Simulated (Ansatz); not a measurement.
Species: [Ga(H)3(CO)] (charge 0, multiplicity 1).

Task: Give a relaxed geometry from PBE0-D3(BJ)/def2-SVP (Ansatz, a first-principles code).

Result: the end point of this relaxation.
Cartesian coordinates (Å) in one orientation:
```xyz
6

Ga    -0.065    -0.155    -0.148
H     -1.444     0.525    -0.485
H     -0.029    -1.352     0.875
H      1.154     0.058    -1.121
O      0.902     2.147     2.045
C      0.571     1.369     1.303
```
